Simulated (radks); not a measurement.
Species: the rubidium ion Rb+. Configuration: [Ar] 3d10 4p6 4f2 (not the ground configuration). All-electron calculation, Dirac Kohn-Sham, PBE, spin-unpolarised, spherical densities, finite nucleus; open shells fill j = l - 1/2 first; Fermi nuclear charge, rms radius 4.2036 fm. Program: a radial shooting solver on a logarithmic mesh with Libxc functionals.

Unscreened Slater integrals over Kohn-Sham orbitals (cm^-1). Large and small components are both included. Empty in this configuration: 4s1/2.

F0(4f5/2,4f5/2): 31078
F2(4f5/2,4f5/2): 16247
F4(4f5/2,4f5/2): 10588
F0(4f5/2,4p3/2): 40352
F2(4f5/2,4p3/2): 6266.4
G2(4f5/2,4p3/2): 2192.1
G4(4f5/2,4p3/2): 1424.2
F0(4f5/2,4p1/2): 40367
G2(4f5/2,4p1/2): 2089.8
F0(4f5/2,3d5/2): 40601
F2(4f5/2,3d5/2): 935.93
F4(4f5/2,3d5/2): 132.79
G1(4f5/2,3d5/2): 102.42
G3(4f5/2,3d5/2): 57.541
G5(4f5/2,3d5/2): 39.104
F0(4f5/2,4s1/2): 40449
G3(4f5/2,4s1/2): 1163.7
F0(4p3/2,4p3/2): 125840
F2(4p3/2,4p3/2): 66663
F0(4p3/2,4p1/2): 126930
G2(4p3/2,4p1/2): 67153
F0(4p3/2,3d5/2): 162680
F2(4p3/2,3d5/2): 36305
G1(4p3/2,3d5/2): 12049
G3(4p3/2,3d5/2): 11366
F0(4p3/2,4s1/2): 133360
G1(4p3/2,4s1/2): 89924
F0(4p1/2,4p1/2): 128040
F0(4p1/2,3d5/2): 165250
G3(4p1/2,3d5/2): 11814
F0(4p1/2,4s1/2): 134700
G1(4p1/2,4s1/2): 91559
F0(3d5/2,3d5/2): 382810
F2(3d5/2,3d5/2): 185270
F4(3d5/2,3d5/2): 116980
F0(3d5/2,4s1/2): 181250
G2(3d5/2,4s1/2): 15694
F0(4s1/2,4s1/2): 142700
